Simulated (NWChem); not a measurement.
# SnN2H5F; SMILES [NH2][SnH]([NH2])[F]

```xyz
9

Sn    -0.0067     0.0683     0.3279
N     -1.7790    -0.6693    -0.3028
N      0.3231     1.7972    -0.6639
F      1.4415    -1.1480    -0.1715
H      0.0764     0.2036     2.0237
H     -2.1625    -1.3880     0.3076
H     -1.7489    -1.0487    -1.2474
H     -0.1898     1.8421    -1.5425
H      1.3066     1.9677    -0.8650
```
Atoms are numbered in this order, from 1.

Level: PBE0/def2-SVP with def2 effective core potentials on Sn (NWChem), optimised geometry, unscaled harmonic frequencies. def2 effective core potentials on Sn; no spin-orbit coupling.

| frequency (cm⁻¹) | IR intensity (km/mol) |
|---|---|
| 98 | 43.0 |
| 136 | 29.8 |
| 157 | 5.2 |
| 186 | 3.2 |
| 195 | 33.4 |
| 502 | 18.2 |
| 531 | 186.8 |
| 546 | 151.3 |
| 601 | 75.7 |
| 615 | 61.9 |
| 648 | 57.0 |
| 654 | 30.0 |
| 834 | 40.8 |
| 868 | 31.4 |
| 1534 | 14.7 |
| 1544 | 15.9 |
| 1983 | 116.4 |
| 3558 | 17.4 |
| 3561 | 17.1 |
| 3661 | 26.3 |
| 3661 | 20.7 |

| Property | Value |
|---|---|
| zero-point energy | 37.3 kcal/mol |
| thermal correction to the enthalpy at 298.15 K (with zero-point energy) | 42.5 kcal/mol |
| heat capacity Cv | 24.2 cal/(mol K) |
| entropy at 298.15 K and 1 atm (symmetry number 1) | 84.7 cal/(mol K) |

Rigid rotor and harmonic oscillator; modes under 100 cm⁻¹ make the entropy uncertain.
